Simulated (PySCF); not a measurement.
## Working out the excitation energy of Al⁺

Al⁺ [Ne] 3s2 (1S) → Al⁺ [Ne] 3d2 (3F). Computed with PySCF 2.14 in dyall-av2z, with the non-relativistic Hamiltonian (point nucleus). Frozen: [Ne]; the 15 highest virtual orbitals dropped. Energies in hartree (1 hartree = 27.21139 eV):

```tsv
part	Al⁺ (lower)	Al⁺ (upper)
UHF	-241.668739	-240.765141
CCSD correlation	-0.038927	-0.001084
(T)	0.000000	0.000000
```

What does Hartree-Fock give?

(-240.765141) − (-241.668739) = 0.903598 hartree = 24.588 eV.

What do CCSD and CCSD(T) give?

The CCSD correlation energies differ by 0.037843 hartree = 1.030 eV and the triples by 0.000000 hartree = 0.000 eV, so CCSD gives 25.618 eV and CCSD(T) 25.618 eV.

The upper state lies above the first ionisation limit, where it may autoionise and the basis confines it.

A double-zeta basis recovers only part of the correlation energy.
